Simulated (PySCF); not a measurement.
Input of a run (PBE0-D3(BJ)/def2-SVP geometry optimisation, gas phase (PySCF 2.14.0)), started from GFN2-xTB:
```
{"job": {"xc": "PBE0", "basis": "def2-SVP", "d3": "d3bj", "grid": 1, "kind": "geom"}, "charge": 0, "multiplicity": 1}
C     -1.841267    -0.609694    -1.580724
C     -0.806755    -0.441286    -0.512656
C      0.484188    -0.308651    -0.789059
C      1.596425    -0.124597     0.198309
C      2.081533     1.338875     0.200473
C      1.023994     2.209375     0.641604
N      0.161041     2.868274     1.000340
C     -1.349905    -0.444791     0.903291
C     -0.880248    -1.603212     1.619588
N     -0.497622    -2.531562     2.166912
H     -2.392268    -1.537934    -1.429079
H     -2.554106     0.214469    -1.543981
H     -1.386208    -0.632499    -2.567382
H      0.793575    -0.296382    -1.826470
H      2.436853    -0.763327    -0.083382
H      1.284446    -0.408175     1.204146
H      2.383983     1.639854    -0.806661
H      2.935240     1.456762     0.873165
H     -1.035775     0.455182     1.440643
H     -2.442271    -0.470001     0.887887
```

Output (energies in Eh, forces in Eh/bohr):
```
step   0  E = -419.53041360  max force = 0.029065
step   1  E = -419.53359527  max force = 0.002527
step   2  E = -419.53365690  max force = 0.000663
step   3  E = -419.53367587  max force = 0.000672
step   4  E = -419.53368081  max force = 0.000556
step   5  E = -419.53369061  max force = 0.000660
step   6  E = -419.53368694  max force = 0.001396
step   7  E = -419.53369893  max force = 0.000419
optimisation converged
```

Question: Summarise the run.

Answer: The energy falls by 8.6 kJ/mol over 8 energy and gradient evaluations, the largest force component goes from 0.0291 to 4.2e-04 Eh/bohr, and the atoms move by 0.080 Å rms after alignment. Among the bonds, C5–C6 and C8–C9 change most and about equally (+0.018 to +0.019 Å). Bonds longer at the end by more than 0.005 Å: 16 of 19; shorter: 0. Among the angles that change most is C2–C8–C9, from 110.4° to 113.0°. The energy rose by more than 1e-6 Eh at step 6. The first step brought 97 % of the lowering.

Question: What are the final bond lengths?

Answer: C1–C2 1.496 Å, C2=C3 1.340 Å, C3–C4 1.498 Å, C4–C5 1.538 Å, C5–C6 1.458 Å, C6≡N7 1.158 Å, C2–C8 1.522 Å, C8–C9 1.459 Å, C9≡N10 1.158 Å, C1–H11 1.103 Å, C1–H12 1.103 Å, C1–H13 1.099 Å, C3–H14 1.097 Å, C4–H15 1.102 Å, C4–H16 1.100 Å, C5–H17 1.102 Å, C5–H18 1.102 Å, C8–H19 1.102 Å, C8–H20 1.101 Å. Numbering counts from 1 in the input's order; the species is `C/C(=C/CCC#N)CC#N`.

The run used 190 basis functions and 56 SCF cycles in all. The run took 2.4 min on one thread, Arm Neoverse V2 (aarch64), no GPU, shared host, and the process peaked at 0.78 GiB of memory.

PBE0-D3(BJ)/def2-SVP frequencies: not computed here. One conformer, not necessarily the lowest.

Conformer computed: `[CH3:1]/[C:2](=[CH:3]/[CH2:4][CH2:5][C:6]#[N:7])[CH2:8][C:9]#[N:10]`: C2–C3–C4–C5 -102°, C3–C4–C5–C6 64°, C1–C2–C8–C9 109°.
